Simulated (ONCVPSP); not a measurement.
Before and after: ONCV potential for osmium (Os)

Os (Z = 76), optimised norm-conserving Vanderbilt (ONCV), made with ONCVPSP 4.0.1 (LDA (Perdew-Zunger), scalar-relativistic). Core [Kr] 4d10 4f14, reference 5s2 5p6 5d6 6s2. Waves: 5s+6s: rc 1.50 bohr, ncon 4, nbas 7, qcut 9.3 1/bohr, 2 projectors; 5p: rc 1.65 bohr, ncon 4, nbas 8, qcut 6.7 1/bohr, 2 projectors, debl 2.3 Ha; 5d: rc 2.30 bohr, ncon 4, nbas 9, qcut 7.6 1/bohr, 1 projector. Local part: polynomial inside 1.25 bohr (lpopt 5, dvloc0 0 Ha). Core correction: Teter function, fcfact 5.5, rcfact 1.05.

Change: functional PBEsol.

Cutoffs: the cutoffs (Ha) at which the residual kinetic energy of the hardest occupied pseudo-wave falls to 1 and 0.1 mHa per electron; they do not see the model core or the augmentation charge, which bear on the density cutoff. Errors are all-electron minus pseudo energies relative to the spin-unpolarised reference configuration.

Q: How do hardness, ghosts and transferability respond?

A: The potential gets neither clearly harder nor softer (29 Ha and 34 Ha → 29 Ha and 34 Ha); of the 4 tests that both files solve, the error grows in 2 and shrinks in 0 by more than 15 % and 0.3 meV (median size 5.2 → 5.9 meV); neither file shows a bound ghost.

```csv
quantity,base,changed
"cutoff, loose",29 Ha,29 Ha
"cutoff, tight",34 Ha,34 Ha
loose cutoff by channel,"s 29 Ha, p 12 Ha, d 17 Ha","s 29 Ha, p 12 Ha, d 17 Ha"
bound ghosts,none,none
GHOST(+) flags under 300 eV,s at 271.9 eV,s at 273.8 eV
"error for 5s2 5p6 5d6 6s1, meV [ΔE 9.86 → 9.62 eV]",-3.0,-3.3
"error for 5s2 5p6 5d6 6s0, meV [ΔE 27.15 → 26.56 eV]",-7.5,-8.5
"error for 5s2 5p6 5d5 6s0, meV [ΔE 56.30 → 55.44 eV]",-10,-12
"error for 5s2 5p6 5d6 6s0 6p2, meV [ΔE 10.63 → 10.55 eV]",-1.3,-1.9
s: phases at 1.52 bohr within 0.05 rad from the reference energy up to (Ha; the scan ends near 5),to the end of the scan,to the end of the scan
p: phases at 1.68 bohr within 0.05 rad from the reference energy up to (Ha; the scan ends near 5),to the end of the scan,to the end of the scan
d: phases at 2.33 bohr within 0.05 rad from the reference energy up to (Ha; the scan ends near 5),1.4,1.4
"rms error of d²Exc/dni dnj with the model core, mHa",3.83,3.15
```
